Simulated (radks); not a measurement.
Spherical quantum dot in the effective-mass picture: electrons in a well V = -V0 / (1 + exp((r - R)/a)) with V0 = 5.35, R = 7.53, a = 0.46, all in effective atomic units (hartree* = m*/eps^2 hartree, bohr* = eps/m* bohr), one dielectric constant everywhere. Method: non-relativistic Kohn-Sham, PBE, spin-polarised, spherical densities; computed with a radial shooting solver with Libxc functionals. Levels are named by radial order and angular momentum (1s, 1p, 1d, 2s, ...), and open shells are averaged over m. At N = 1 the configuration is 1s(up 1, down 0). Does electron 2 go into 1p up or 1s down?

Answer. Into 1s down. The total energies of the other choices lie higher by 0.0596 hartree* (1p up).
